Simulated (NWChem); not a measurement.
Molecule: CdICl; SMILES [I][Cd][Cl]

```xyz
3

Cd     0.0000     0.0000     0.8296
Cl     0.0000     0.0000     3.1161
I      0.0000     0.0000    -1.7509
```
Atoms are numbered in this order, from 1.

Program: NWChem. Medium grid unless said otherwise, to which SCAN and Minnesota functionals are sensitive. The geometry was optimised at PBE0/def2-SVP. def2 effective core potentials on Cd, I; no spin-orbit coupling.

For level M05-2X/def2-SVP:

| Property | Result |
|---|---|
| highest occupied level (eV) | -9.21 |
| orbital gap (eV) | 7.78 |
| dipole (D) | 0.23 |

Question: Estimate the same quantities for level B3LYP/def2-SVP.

Answer: 
| Property | Value |
|---|---|
| highest occupied level (eV) | -7.57 |
| orbital gap (eV) | 5.07 |
| dipole (D) | 0.65 |
